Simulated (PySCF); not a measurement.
Job file and geometry (Å, from GFN2-xTB) of an NMR shielding run on SMILES F[Si@@H]1CC[SiH2][SiH2]P1[SiH3], C2H12FPSi4, GIAO PBE0/pcSseg-1 NMR shielding, non-relativistic, gas phase in PySCF 2.14.0, density-fitted response routines; density fitting, a coarse starting grid and PySCF grid level 2 are the driver's defaults:

```
$ OMP_NUM_THREADS=1 python probes_run.py task.json out

{"job": {"kind": "nmr", "xc": "PBE0", "basis": "pcSseg-1"}, "charge": 0, "multiplicity": 1}
F      0.632790    -1.909089    -1.010580
Si     0.394055    -1.380644     0.510007
C     -1.494344    -1.313002     0.735504
C     -2.254674    -0.591679    -0.381363
Si    -1.978762     1.301843    -0.417625
Si     0.277286     1.782116    -0.700287
P      1.370829     0.579265     0.846020
Si     3.368541     0.215825    -0.056965
H      1.030949    -2.419104     1.308143
H     -1.846107    -2.345755     0.794557
H     -1.732070    -0.853082     1.695733
H     -3.322442    -0.795847    -0.266162
H     -1.966433    -1.023896    -1.342148
H     -2.547028     1.844610     0.827514
H     -2.805050     1.830131    -1.512954
H      0.801457     1.462081    -2.039797
H      0.695077     3.165780    -0.440578
H      3.287197    -0.248313    -1.441969
H      4.021861    -0.791379     0.776595
H      4.061719     1.500815     0.004836
```

Problem. What does the program print?

Solution. 
```
coarse grid: 18824 points
cycle   1  E = -1681.6877634877  dE =  4.552e-01  |g| = 6.176e-01  |ddm| = 4.102e+00
cycle   2  E = -1681.6208368027  dE =  6.693e-02  |g| = 9.046e-01  |ddm| = 1.309e+00
cycle   3  E = -1681.7601654952  dE = -1.393e-01  |g| = 7.147e-02  |ddm| = 8.193e-01
cycle   4  E = -1681.7609398140  dE = -7.743e-04  |g| = 3.500e-02  |ddm| = 1.074e-01
cycle   5  E = -1681.7612361741  dE = -2.964e-04  |g| = 5.947e-03  |ddm| = 4.393e-02
cycle   6  E = -1681.7612442820  dE = -8.108e-06  |g| = 2.219e-03  |ddm| = 9.390e-03
final grid: 158120 points
cycle   7  E = -1681.8109421925  dE = -2.176e-05  |g| = 8.835e-03  |ddm| = 2.835e-02
cycle   8  E = -1681.8109242467  dE =  1.795e-05  |g| = 1.186e-02  |ddm| = 2.116e-02
cycle   9  E = -1681.8109626470  dE = -3.840e-05  |g| = 5.639e-04  |ddm| = 1.276e-02
cycle  10  E = -1681.8109627121  dE = -6.514e-08  |g| = 1.508e-04  |ddm| = 8.475e-04
cycle  11  E = -1681.8109627171  dE = -5.014e-09  |g| = 6.122e-05  |ddm| = 2.476e-04
cycle  12  E = -1681.8109627179  dE = -8.126e-10  |g| = 1.545e-05  |ddm| = 8.110e-05
converged SCF energy = -1681.8109627179

GIAO shielding tensors (ppm)
atom      isotropic    diamagn.    paramagn.     s11        s22        s33       span
  0 F      370.139     472.870    -102.731    332.948    372.777    404.693     71.745
  1 Si     323.309     879.732    -556.423    247.240    334.260    388.426    141.186
  2 C      170.819     254.592     -83.773    163.952    172.027    176.479     12.527
  3 C      181.387     251.434     -70.047    171.980    182.180    190.001     18.021
  4 Si     428.828     880.148    -451.320    400.429    421.202    464.853     64.425
  5 Si     437.197     881.512    -444.315    398.587    445.507    467.497     68.910
  6 P      652.211     972.858    -320.647    598.636    643.184    714.811    116.175
  7 Si     427.731     880.218    -452.488    386.923    430.674    465.595     78.671
  8 H       26.155      29.986      -3.831     22.909     23.512     32.044      9.134
  9 H       30.017      29.998       0.019     24.262     27.977     37.813     13.551
 10 H       31.015      32.539      -1.523     27.949     28.833     36.264      8.315
 11 H       30.246      28.935       1.311     23.811     28.107     38.821     15.010
 12 H       30.315      31.722      -1.407     26.462     29.193     35.290      8.828
 13 H       27.653      29.412      -1.759     24.433     25.303     33.223      8.790
 14 H       27.730      28.751      -1.021     23.953     25.078     34.161     10.208
 15 H       27.286      30.457      -3.171     23.726     25.618     32.514      8.788
 16 H       27.500      30.042      -2.541     23.252     25.039     34.210     10.958
 17 H       27.352      28.989      -1.637     22.937     26.378     32.741      9.804
 18 H       27.387      28.867      -1.480     23.366     24.871     33.924     10.558
 19 H       27.574      29.006      -1.432     23.584     25.139     33.998     10.413
```

Size and cost of the density-fitted run: 231 basis functions, 110 s wall time on 1 thread of an Arm Neoverse N1, shared host; peak memory 1.1 GiB.
